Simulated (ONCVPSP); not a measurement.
## Scattering properties, ONCV potential for zirconium (Zr)

zirconium (Zr), optimised norm-conserving Vanderbilt (ONCV), made with ONCVPSP 4.0.1 (PBEsol, scalar-relativistic). Core [Ar] 3d10 4s2, reference 4p6 4d2 5s1 5p1. Waves: 5s: rc 2.90 bohr, ncon 3, nbas 8, qcut 2 1/bohr, 2 projectors, debl 1.6 Ha; 4p+5p: rc 2.15 bohr, ncon 4, nbas 7, qcut 7.9 1/bohr, 3 projectors, debl 1.2 Ha; 4d: rc 2.40 bohr, ncon 4, nbas 8, qcut 6.8 1/bohr, 3 projectors, debl 1.6 Ha. Local part: polynomial inside 1.40 bohr (lpopt 5, dvloc0 0 Ha). Core correction: none.

The phase is arctan(r·R′/R) of the radial function R(r), unwrapped; energies in Ha, scanned from -3 to 5 Ha. A pole is an energy at which the radial function vanishes at the test radius. The pseudo phase is shifted by a multiple of π to meet the all-electron one at the reference energy, and phase errors are pseudo minus all-electron; the curves can meet again beyond the range given. Levels narrower than the energy grid can be missing from the lists of poles. n/a: not evaluated, since a narrow level or a reset projector energy made the automatic matching unsafe.

Question: For each channel, where are the poles, and over which energies does the pseudopotential scatter like the atom?

Answer:

```
channel  radius (bohr)  reference energy (Ha)  poles, all-electron  poles, pseudo  unbroken range about the reference energy with phases within 0.05 rad  phase error 1 Ha above the reference energy (rad)
      s           2.95                  -0.19    -2.03, 0.88, 4.58     0.88, 2.69                                                                    n/a                                                n/a
      p           2.19                  -0.08          -0.96, 3.96    -0.96, 3.96                                                        the whole range                                             +0.000
      d           2.43                  -0.17           0.30, 3.95     0.30, 3.95                                                        the whole range                                             -0.000
```

Note: ghosts flagged at negative energy: s at -52.0 eV; GHOST(+) flagged for s at 69.4 eV. A true bound ghost makes a file unfit for plane-wave use.

Phases in the d channel:

```json
{"E (Ha)": "-2.98", "all-electron": "1.360", "pseudo": "1.360"}
{"E (Ha)": "-2.76", "all-electron": "1.349", "pseudo": "1.349"}
{"E (Ha)": "-2.54", "all-electron": "1.336", "pseudo": "1.336"}
{"E (Ha)": "-2.32", "all-electron": "1.321", "pseudo": "1.321"}
{"E (Ha)": "-2.10", "all-electron": "1.302", "pseudo": "1.302"}
{"E (Ha)": "-1.88", "all-electron": "1.279", "pseudo": "1.279"}
{"E (Ha)": "-1.66", "all-electron": "1.249", "pseudo": "1.249"}
{"E (Ha)": "-1.44", "all-electron": "1.208", "pseudo": "1.208"}
{"E (Ha)": "-1.22", "all-electron": "1.148", "pseudo": "1.148"}
{"E (Ha)": "-1.00", "all-electron": "1.051", "pseudo": "1.051"}
{"E (Ha)": "-0.78", "all-electron": "0.866", "pseudo": "0.866"}
{"E (Ha)": "-0.56", "all-electron": "0.411", "pseudo": "0.411"}
{"E (Ha)": "-0.34", "all-electron": "-0.564", "pseudo": "-0.564"}
{"E (Ha)": "-0.12", "all-electron": "-1.193", "pseudo": "-1.193"}
{"E (Ha)": "0.10", "all-electron": "-1.444", "pseudo": "-1.444"}
{"E (Ha)": "0.32", "all-electron": "-1.580", "pseudo": "-1.580"}
{"E (Ha)": "0.54", "all-electron": "-1.680", "pseudo": "-1.680"}
{"E (Ha)": "0.76", "all-electron": "-1.776", "pseudo": "-1.776"}
{"E (Ha)": "0.98", "all-electron": "-1.893", "pseudo": "-1.893"}
{"E (Ha)": "1.20", "all-electron": "-2.077", "pseudo": "-2.077"}
{"E (Ha)": "1.42", "all-electron": "-2.447", "pseudo": "-2.447"}
{"E (Ha)": "1.64", "all-electron": "-3.208", "pseudo": "-3.208"}
{"E (Ha)": "1.86", "all-electron": "-3.915", "pseudo": "-3.915"}
{"E (Ha)": "2.08", "all-electron": "-4.239", "pseudo": "-4.239"}
{"E (Ha)": "2.30", "all-electron": "-4.397", "pseudo": "-4.397"}
{"E (Ha)": "2.52", "all-electron": "-4.488", "pseudo": "-4.488"}
{"E (Ha)": "2.74", "all-electron": "-4.549", "pseudo": "-4.549"}
{"E (Ha)": "2.96", "all-electron": "-4.593", "pseudo": "-4.593"}
{"E (Ha)": "3.18", "all-electron": "-4.627", "pseudo": "-4.627"}
{"E (Ha)": "3.40", "all-electron": "-4.655", "pseudo": "-4.655"}
{"E (Ha)": "3.62", "all-electron": "-4.680", "pseudo": "-4.680"}
{"E (Ha)": "3.84", "all-electron": "-4.702", "pseudo": "-4.702"}
{"E (Ha)": "4.06", "all-electron": "-4.723", "pseudo": "-4.723"}
{"E (Ha)": "4.28", "all-electron": "-4.744", "pseudo": "-4.744"}
{"E (Ha)": "4.50", "all-electron": "-4.765", "pseudo": "-4.766"}
{"E (Ha)": "4.72", "all-electron": "-4.789", "pseudo": "-4.789"}
{"E (Ha)": "4.94", "all-electron": "-4.816", "pseudo": "-4.817"}
```
